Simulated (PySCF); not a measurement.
# Field gradients at the hydrogen positions

C7H4O2.
Numbering: `[CH:1]#[C:2][CH:3]1[C:4](=[O:5])[CH:6]=[CH:7][C:8]1=[O:9]` (hydrogens: H10 on C1; H11 on C3; H12 on C6; H13 on C7)

Cartesian coordinates in Å at the PBE0-D3(BJ)/def2-SVP level; atoms count from 1:
```xyz
13
C7H4O2 angstrom
C      2.8915   -0.0544   -0.5836
C      1.7187    0.2246   -0.4888
C      0.3126    0.5449   -0.3592
C     -0.6532   -0.4642   -1.0066
O     -0.5694   -0.9324   -2.1076
C     -1.7252   -0.7410   -0.0132
C     -1.4754   -0.1216    1.1522
C     -0.2006    0.6416    1.0889
O      0.3230    1.2239    1.9972
H      3.9334   -0.3028   -0.6658
H      0.1101    1.5246   -0.8343
H     -2.5765   -1.3794   -0.2565
H     -2.0796   -0.1475    2.0609
```

Level: PBE0/pcSseg-1 (PySCF, non-relativistic); Q(2H) = 0.00286 b; rigid geometry, the same for H and D, with no vibrational averaging.

Question: Rank these positions by the coupling χzz of a deuteron there, largest first.
A. H10 (alkyne hydrogen)
B. H13 (vinylic hydrogen)
C. H11 (methine hydrogen)

Answer: A (230 kHz), B (203 kHz), C (184 kHz).

Give the electric field gradient Vzz (the principal value of largest size), its asymmetry and the 2H coupling at each hydrogen.

```json
{"atom": "H10", "bonded to": "C1", "bond length (Å)": "1.074", "Vzz (au)": "0.3419", "η": "0.00", "χzz (kHz)": "230"}
{"atom": "H11", "bonded to": "C3", "bond length (Å)": "1.107", "Vzz (au)": "0.2741", "η": "0.03", "χzz (kHz)": "184"}
{"atom": "H12", "bonded to": "C6", "bond length (Å)": "1.092", "Vzz (au)": "0.3021", "η": "0.02", "χzz (kHz)": "203"}
{"atom": "H13", "bonded to": "C7", "bond length (Å)": "1.092", "Vzz (au)": "0.3022", "η": "0.02", "χzz (kHz)": "203"}
```

A static deuteron (I = 1) shows a doublet split by (3/2)χ, (3/4)χ(1 + η) and (3/4)χ(1 − η) with the field along z, y and x of the gradient. What are these for H12?

With |χ| = 203.0 kHz and η = 0.017: 305, 155 and 150 kHz, to first order and without motion.

Isolated species at its PBE0-D3(BJ)/def2-SVP geometry, gas phase. These gradients aren't converged with respect to the basis.
